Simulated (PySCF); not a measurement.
PySCF input file for C₇H₈, SMILES C1C2C3C2C2C1C32, SMD-M06-2X/def2-SVP. Geometry optimised at r2SCAN-D4/def2-SVP. Other conformers were not sampled.

```python
import numpy as np
from pyscf import gto, scf, dft
from pyscf.solvent import smd

mol = gto.M(
    atom='''
    C     0.00000003   -0.00000000   -1.53583130
    C    -1.14872366   -0.00000000   -0.54973482
    C    -0.77403384   -0.75662223    0.70816708
    C    -0.77403384    0.75662223    0.70816708
    C     0.77403381    0.75662223    0.70816711
    C     0.77403381   -0.75662223    0.70816712
    C     1.14872368    0.00000000   -0.54973478
    H     0.00000005    0.89712229   -2.17900048
    H     0.00000005   -0.89712229   -2.17900048
    H    -2.19283779   -0.00000000   -0.87588667
    H    -1.43268241   -1.45297624    1.23139228
    H    -1.43268240    1.45297625    1.23139228
    H     1.43268235    1.45297624    1.23139233
    H     1.43268235   -1.45297625    1.23139234
    H     2.19283783    0.00000000   -0.87588657
    ''',
    basis='def2-SVP',
    charge=0,
    spin=0,
    max_memory=1600,
    verbose=3,
)
mf = dft.RKS(mol, xc='m06-2x').density_fit(auxbasis='def2-universal-jkfit')
mf.grids.level = 4
mf.conv_tol = 1e-9
mf.max_cycle = 100
mf.kernel()
res = {}
for name in ['water', 'ethanol', 'cyclohexanone']:
    s = mf.SMD()
    s.with_solvent.solvent, s.with_solvent.sasa_ng = name, 194
    s.kernel(mf.make_rdm1())
    res[name] = (s.e_tot, s.with_solvent.get_cds(), s.dip_moment(), s.mo_energy, s.converged)
    print(f'SMD {name}: dG(solv) = {(s.e_tot - mf.e_tot) * 627.509474:.3f} kcal/mol, of which CDS {res[name][1] * 627.509474:.3f}')
```

Program output:

```
converged SCF energy = -271.138406950306
converged SCF energy = -271.141341567043
Dipole moment(X, Y, Z, Debye):  0.00000,  0.00000, -0.01839
SMD water: dG(solv) = -1.841 kcal/mol, of which CDS 0.804
converged SCF energy = -271.148341262685
Dipole moment(X, Y, Z, Debye):  0.00000,  0.00000, -0.01671
SMD ethanol: dG(solv) = -6.234 kcal/mol, of which CDS -3.718
converged SCF energy = -271.148606801284
Dipole moment(X, Y, Z, Debye):  0.00000,  0.00000, -0.01531
SMD cyclohexanone: dG(solv) = -6.401 kcal/mol, of which CDS -3.992
```

Self-consistency was reached.
